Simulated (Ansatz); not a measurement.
Basis sets compared for the cluster SiSe2⁺ (the lowest doublet isomer of a short search). Total charge 1; doublet. Geometry r2SCAN-D4/def2-TZVP. Ansatz on 4 threads of Arm Neoverse V2 on a shared host; times are rough, and most runs start from earlier orbitals.

```xyz
3

Si   -1.238   -0.247    0.520
Se    0.463   -0.715   -1.028
Se    0.774    0.961    0.508
```

The structure comes from a short search, and lower isomers may exist.

```tsv
level	functions	energy (Eh)	HOMO (eV)	LUMO (eV)	wall time
PBE-D4/def2-SVP	82	-5090.8031	-11.84	-10.91	0.95 s
PBE0-D4/def2-SVP	82	-5090.9680	-13.07	-10.09	1.5 s
```

Estimate the rows for PBE-D4/def2-TZVP (with forces), PBE0-D4/def2-TZVP.


| level | functions | energy (Eh) | HOMO (eV) | LUMO (eV) | wall time |
| --- | --- | --- | --- | --- | --- |
| PBE-D4/def2-TZVP (with forces) | 133 | -5091.4952 | -11.76 | -10.79 | 2 s |
| PBE0-D4/def2-TZVP | 133 | -5091.6616 | -12.96 | -9.94 | 4 s |
